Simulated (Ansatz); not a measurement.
A nudged elastic band was laid between two geometries of C₃H₆OSi (11 atoms, charge 0, multiplicity 1).

All numbers below come from RKS PBE/6-31G* in Ansatz 0.2.0.

| Item | Value |
| --- | --- |
| movable images | 7 |
| climbing image | yes |
| spring | 5.0 eV/Å² |
| optimiser | quadratic models (default) |
| start path | straight line |
| force threshold | 0.05 eV/Å |
| iteration limit | 60 |
| end points | relaxed |

Initial state:

```xyz
11
Properties=species:S:1:pos:R:3
C -1.652 0.651 0.183
C -0.273 0.100 0.039
C 0.483 -0.762 0.782
Si 1.758 -0.480 -0.511
O 0.447 0.531 -1.090
H -1.616 1.754 0.232
H -2.261 0.385 -0.698
H -2.140 0.264 1.091
H 0.220 -1.267 1.708
H 2.991 0.323 -0.218
H 2.108 -1.555 -1.497
```

Final state:

```xyz
11
Properties=species:S:1:pos:R:3
C -1.646 0.674 0.194
C -0.265 0.110 0.035
C 0.370 -0.982 0.560
Si 1.798 -0.415 -0.443
O 0.597 0.810 -0.823
H -1.753 1.589 -0.408
H -2.406 -0.057 -0.130
H -1.850 0.917 1.251
H -0.019 -1.726 1.251
H 3.013 0.184 0.204
H 2.227 -1.164 -1.670
```

(1) What changes between the two ends?

(2) What energy profile does the band end with?

Results:

(1) No bond is made or broken. The dihedral H7–C1–C2–C3 goes from -121 to -60°.

(2) The forces met the threshold. The highest image is number 8 of 0 to 8, 1.5 kcal/mol above the first end and 0.0 kcal/mol above the last; the last end lies 1.5 kcal/mol above the first. The highest image is an end point: on this band no image between the ends rises above it.

```json
{"image": "0", "path coordinate (Å)": "0.00", "energy (kcal/mol)": "0.0", "dihedral H7–C1–C2–C3 (°)": "-121"}
{"image": "1", "path coordinate (Å)": "0.23", "energy (kcal/mol)": "0.1", "dihedral H7–C1–C2–C3 (°)": "-112"}
{"image": "2", "path coordinate (Å)": "0.46", "energy (kcal/mol)": "0.3", "dihedral H7–C1–C2–C3 (°)": "-104"}
{"image": "3", "path coordinate (Å)": "0.68", "energy (kcal/mol)": "0.5", "dihedral H7–C1–C2–C3 (°)": "-95"}
{"image": "4", "path coordinate (Å)": "0.91", "energy (kcal/mol)": "0.9", "dihedral H7–C1–C2–C3 (°)": "-87"}
{"image": "5", "path coordinate (Å)": "1.14", "energy (kcal/mol)": "1.2", "dihedral H7–C1–C2–C3 (°)": "-78"}
{"image": "6", "path coordinate (Å)": "1.37", "energy (kcal/mol)": "1.4", "dihedral H7–C1–C2–C3 (°)": "-70"}
{"image": "7", "path coordinate (Å)": "1.60", "energy (kcal/mol)": "1.5", "dihedral H7–C1–C2–C3 (°)": "-61"}
{"image": "8", "path coordinate (Å)": "1.63", "energy (kcal/mol)": "1.5", "dihedral H7–C1–C2–C3 (°)": "-60"}
```

Time of the run: 2.5 min on 1 thread of Arm Neoverse V2 (shared host), peak memory 0.27 GiB.
